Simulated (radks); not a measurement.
The manganese ion Mn+, 24 electrons, occupied as [Ar] 3d5 4s1 (the NIST ground configuration). All-electron calculation, non-relativistic Kohn-Sham, LDA (Slater exchange, Perdew-Wang correlation), spin-unpolarised, spherical densities, point nucleus. Program: a radial shooting solver on a logarithmic mesh with Libxc functionals. Some entries of the table are withheld. Estimate them.

orbital  occ.  eigenvalue (hartree)  <r^2> (bohr^2)  <r> (bohr)
1s          2             -234.0029        0.005100         (1)
2s          2             -27.16610         0.09461      0.2831
2p          6             -23.36634         0.07594      0.2486
3s          2              -3.38002          0.8587      0.8621
3p          6                   (2)             (3)         (4)
3d          5              -0.56638           1.837       1.180
4s          1              -0.44156           9.008       2.809
4p          0                   (5)           13.96       3.485
5s          0              -0.11837             (6)       7.053

Answer. 
(1) 1s <r> (bohr): 0.06167
(2) 3p eigenvalue (hartree): -2.29505
(3) 3p <r^2> (bohr^2): 0.9753
(4) 3p <r> (bohr): 0.9088
(5) 4p eigenvalue (hartree): -0.27117
(6) 5s <r^2> (bohr^2): 56.30
